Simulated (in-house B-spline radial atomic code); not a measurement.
# Removing one electron from Ag⁺

Closed shell [Kr] 4d10. Computed with a B-spline radial code for spherical atoms: Koopmans values of Dirac-Hartree-Fock plus a diagonal self-energy, in second order or with its direct term screened (direct RPA, with the hole-particle interaction, or full time-dependent Hartree-Fock), linearised in energy; no-pair Dirac-Coulomb Hamiltonian, finite nucleus. Shifts add to the Koopmans value (the ΔSCF shift is orbital relaxation alone); the final value takes TDHF screening with Breit and QED.

Command:
```bash
python run_mb.py task.json out
```
Settings (nuclear radius in fm, box in bohr, cutoff in hartree):
```
basis_form          2
Z                   47
core_configuration  [Kr] 4d10
rms_radius          4.5454
mass_number         107
speed_of_light      137.036
box_radius          21.062
lmax                7
intervals           65
virtual_cutoff      8836.0
```

Time taken, with all properties: 100 s on 1 thread of Arm Neoverse V1, with other jobs on the host.

Energies in eV:

| subshell | Koopmans | ΔSCF shift | second order | direct RPA | hole-particle | TDHF | Breit + QED | final |
| --- | --- | --- | --- | --- | --- | --- | --- | --- |
| 4d5/2 | 21.773 | -2.116 | ? | ? | ? | ? | ? | ? |
| 4d3/2 | 22.435 | -2.209 | -1.533 | -0.128 | -0.554 | -0.580 | -0.001 | 21.854 |

Q: What does the self-energy do to 4d5/2?

A: It shifts the removal energy by -1.417 eV in second order, -0.081 with direct RPA, -0.491 with the hole-particle term and -0.513 with TDHF screening (quasi-particle weight 0.926); Breit and QED add 0.017 eV. The final value is 21.278 eV, against 21.484 eV (NIST, measured).
